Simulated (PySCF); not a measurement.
SMILES c1cc(/C=C\Br)ccc1 (GFN2-xTB optimised geometry):

```
16

Br     0.458    -3.367     0.001
C     -1.217    -2.489     0.000
C     -1.479    -1.184     0.000
C     -0.640     0.004     0.000
C     -1.296     1.241     0.000
C     -0.590     2.426     0.000
C      0.796     2.408     0.000
C      1.460     1.194     0.000
C      0.756     0.004     0.000
H     -2.020    -3.211     0.000
H     -2.540    -0.953     0.000
H     -2.377     1.265     0.000
H     -1.120     3.367     0.000
H      1.352     3.334     0.000
H      2.540     1.170     0.000
H      1.310    -0.919     0.000
```

Level of theory: PBE0/def2-TZVP in PySCF 2.14.0.

What are the frontier orbital energies and the dipole moment?

HOMO-2 -8.17 eV, HOMO-1 -7.48 eV, HOMO -6.63 eV, LUMO -1.31 eV, LUMO+1 -0.31 eV; dipole moment 1.46 D.

Meta-Löwdin charges at PBE0/def2-TZVP: Br1 -0.03, C2 -0.16, C3 -0.12, C4 0.00, C5 -0.12, C6 -0.12, C7 -0.12, C8 -0.12, C9 -0.12, H10 0.15, H11 0.13, H12 0.12, H13 0.12, H14 0.12, H15 0.13, H16 0.13.
